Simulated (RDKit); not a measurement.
RDKit input (MMFF94):

```python
from rdkit import Chem
from rdkit.Chem import AllChem, rdDetermineBonds

mol = Chem.MolFromXYZFile('mol.xyz')
rdDetermineBonds.DetermineBonds(mol, charge=0)
print('SMILES', Chem.MolToSmiles(Chem.RemoveHs(mol)))
ff = AllChem.MMFFGetMoleculeForceField(mol, AllChem.MMFFGetMoleculeProperties(mol))
e0 = ff.CalcEnergy()
flag = ff.Minimize(maxIts=5000, forceTol=1e-5)
print(f'energy {e0:.4f} -> {ff.CalcEnergy():.4f} kcal/mol, converged: {flag == 0}')
print(Chem.MolToXYZBlock(mol))
```
mol.xyz:
```
12

Cl    -0.19477400     0.86765600    -1.55739100
C     -0.30337200     0.04547400     0.05466500
Cl    -2.01233100     0.15812500     0.63518100
C      0.73382400     0.67083700     1.00756800
Si     1.92085500    -0.70793600     0.45160100
C      0.22824400    -1.39471200    -0.07996500
H      0.42505600     0.49964000     2.03995700
H      0.91577800     1.72947700     0.85657500
H      2.63238300    -1.44472500     1.52020300
H      2.85718900    -0.36408500    -0.63676400
H     -0.18918200    -2.00983200     0.71869500
H      0.03541800    -1.86723500    -1.03713000
```

Output:

```
SMILES ClC1(Cl)C[SiH2]C1
energy 2.0051 -> -4.9038 kcal/mol, converged: True
12

Cl    -0.261472    0.934900   -1.653732
C     -0.326574    0.089892   -0.019002
Cl    -2.048499    0.199906    0.572037
C      0.719880    0.618728    1.028753
Si     1.919774   -0.712272    0.460575
C      0.230762   -1.380439   -0.024116
H      0.426980    0.480968    2.075309
H      1.042971    1.654472    0.894335
H      2.592781   -1.453268    1.554917
H      2.767848   -0.314727   -0.688253
H     -0.187192   -2.029336    0.753248
H      0.171830   -1.906140   -0.980875
```

The geometry given is a B3LYP-D3(BJ)/def2-TZVP minimum.
